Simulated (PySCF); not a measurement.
Species: C5H9NO.
Bonds: C1–C2 (double), C2–C3, C3–C4, C2–C5, C5–N6, C5–O7 (double). Hydrogens: H8, H9 on C1; H10, H11 on C3; H12, H13, H14 on C4; H15, H16 on N6.

Level of theory: core-valence-separated Tamm–Dancoff BHandHLYP/aug-pcX-1 (pcseg-1 on H) in PySCF, non-relativistic, gas phase, PBE0-D3(BJ)/def2-SVP geometry.

Computed nitrogen K-edge spectrum, Gaussian lines of 0.3 eV full width, highest printed point 100; it ends one width below the last computed root. The energies are unshifted.

(photon energy (eV), absorption): (399.0, 1), (399.1, 5), (399.2, 19), (399.3, 39), (399.4, 43), (399.5, 26), (399.6, 8), (399.7, 2), (399.8, 2), (399.9, 8), (400.0, 22), (400.1, 33), (400.2, 26), (400.3, 11), (400.4, 3), (400.5, 0), (400.6, 1), (400.7, 5), (400.8, 26), (400.9, 70), (401.0, 100), (401.1, 78), (401.2, 33), (401.3, 7), (401.4, 1), (401.5, 0), (401.6, 0), (401.7, 0), (401.8, 1), (401.9, 5), (402.0, 17), (402.1, 32), (402.2, 33), (402.3, 18), (402.4, 8), (402.5, 8), (402.6, 12), (402.7, 12), (402.8, 8), (402.9, 7)

Problem. Where are the maxima, and which lines make them up?

Solution. 5 maxima:
- 399.4 eV: N6 (amide nitrogen), 399.37 eV, f = 0.015, 100 % of the height at the exact maximum
- 400.1 eV: N6 (amide nitrogen), 400.11 eV, f = 0.011, 100 % of the height at the exact maximum
- 401.0 eV: N6 (amide nitrogen), 401.01 eV, f = 0.035, 100 % of the height at the exact maximum
- 402.2 eV: N6 (amide nitrogen), 402.15 eV, f = 0.012, 100 % of the height at the exact maximum
- 402.6 eV: N6 (amide nitrogen), 402.65 eV, f = 0.003, 65 % of the height at the exact maximum; N6 (amide nitrogen), 402.60 eV, f = 0.002, 33 % of the height at the exact maximum

Roots within 0.03 eV on the same or equivalent atoms count as one line; shares under 12 % aren't listed.

Vibrational structure and lifetime widths aren't in the curve. The ionisation threshold wasn't computed; near and above it a finite basis only mimics Rydberg series and continuum.

The run took about 90 s of CPU time (one thread, shared machine).

The values belong to the conformer `[CH2:1]=[C:2]([CH2:3][CH3:4])[C:5]([NH2:6])=[O:7]`: C1–C2–C3–C4 97°, C1–C2–C5–N6 26°, H–N6–C5–C2 16°, H–N6–C5–C2 177°.
